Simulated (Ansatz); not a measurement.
Cost and result for the atomization energy of C2H8O2Si, SMILES `OCCO[SiH3]` (13 atoms, 12 bonds).

```xyz
13

O     0.5580    2.2856   -0.4292
C    -0.6146    1.5528   -0.6781
C    -0.6689    0.2906    0.1457
O     0.4558   -0.5009   -0.1976
Si    0.7686   -1.9473    0.5230
H     1.2941    1.6771   -0.5505
H    -0.7017    1.2899   -1.7420
H    -1.4597    2.1951   -0.4176
H    -0.6378    0.5431    1.2134
H    -1.6011   -0.2523   -0.0592
H     2.0221   -2.4501   -0.0835
H    -0.3463   -2.9044    0.2822
H     0.9315   -1.7792    1.9934
```

Charge 0, multiplicity 1. The geometry is a stationary point of PBE0-D4/def2-TZVP. It is one conformer, not always the lowest. Program: Ansatz. All runs use 4 threads of an Arm Neoverse V1 on a shared host. Times are those of one run each, without the atoms' runs, and a repeat can differ threefold. Electronic energies, without spin–orbit coupling; frozen cores. CCSD(T)/CBS adds CCSD(T) − MP2 in def2-TZVPP to the MP2 limit, and its time is that of the two runs behind it. T1 = 0.011. B3LYP takes the VWN-RPA correlation (the form of Gaussian; ORCA's B3LYP/G).

CCSD(T)/CBS is a level of theory with its own doubt, some kJ/mol a heavy atom from the limit and from the frozen cores, so smaller differences don't rank the functionals.

```json
{"level": "PBE-D4/def2-TZVPP (with forces)", "functions": "278", "atomization (kJ/mol)": "4826.8", "difference from CCSD(T)/CBS": "47.4", "per bond": "3.9"}
{"level": "ωB97X-V/def2-TZVPP", "functions": "278", "atomization (kJ/mol)": "4783.2", "difference from CCSD(T)/CBS": "3.8", "per bond": "0.3"}
{"level": "MP2/def2-QZVPP", "functions": "538", "atomization (kJ/mol)": "4791.7", "difference from CCSD(T)/CBS": "12.3", "per bond": "1.0"}
{"level": "CCSD(T)/CBS(def2)", "functions": "–", "atomization (kJ/mol)": "4779.4", "difference from CCSD(T)/CBS": "0.0", "per bond": "0.0"}
{"level": "PBE0-D4/def2-TZVPP", "functions": "278", "atomization (kJ/mol)": "4746.4", "difference from CCSD(T)/CBS": "-33.0", "per bond": "-2.8"}
{"level": "B3LYP-D4/def2-TZVPP (with forces)", "functions": "278", "atomization (kJ/mol)": "4761.3", "difference from CCSD(T)/CBS": "-18.1", "per bond": "-1.5"}
{"level": "r2SCAN-D4/def2-TZVPP (with forces)", "functions": "278", "atomization (kJ/mol)": "4767.9", "difference from CCSD(T)/CBS": "-11.5", "per bond": "-1.0"}
{"level": "ωB97M-V/def2-TZVPP (with forces)", "functions": "278", "atomization (kJ/mol)": "4780.3", "difference from CCSD(T)/CBS": "0.9", "per bond": "0.1"}
{"level": "B2PLYP/def2-TZVPP", "functions": "278", "atomization (kJ/mol)": "4715.8", "difference from CCSD(T)/CBS": "-63.6", "per bond": "-5.3"}
{"level": "CCSD(T)/def2-TZVPP", "functions": "278", "atomization (kJ/mol)": "4655.8", "difference from CCSD(T)/CBS": "-123.6", "per bond": "-10.3"}
```

(1) Order the runs by time, with rough figures. (Best estimate.)

## Answers

(1) Ansatz gave: PBE-D4/def2-TZVPP (with forces) 2.8 s; PBE0-D4/def2-TZVPP 3.4 s; r2SCAN-D4/def2-TZVPP (with forces) 6 s; B3LYP-D4/def2-TZVPP (with forces) 6 s; B2PLYP/def2-TZVPP 6.5 s; ωB97X-V/def2-TZVPP 9 s; ωB97M-V/def2-TZVPP (with forces) 14 s; MP2/def2-QZVPP 36 s; CCSD(T)/def2-TZVPP 4.6 min; CCSD(T)/CBS(def2) 5.2 min.

In def2-TZVPP, CCSD(T) changes the Hartree–Fock value by +1190.8 kJ/mol (the triples alone add +61.7 kJ/mol) and MP2 by +1253.1 kJ/mol; breaking electron pairs costs correlation energy, which Hartree–Fock lacks. From PBE to PBE0 (25 % exact exchange), in def2-TZVPP and without D4, the atomization energy moves by −76.8 kJ/mol: exact exchange takes away binding that semilocal exchange gives to molecules. The D4 term adds +36.1 kJ/mol with B3LYP and +19.1 kJ/mol with PBE0; it sums over pairs of atoms, weighted by their polarisabilities, and B3LYP, whose exchange is more repulsive, gets the larger term.
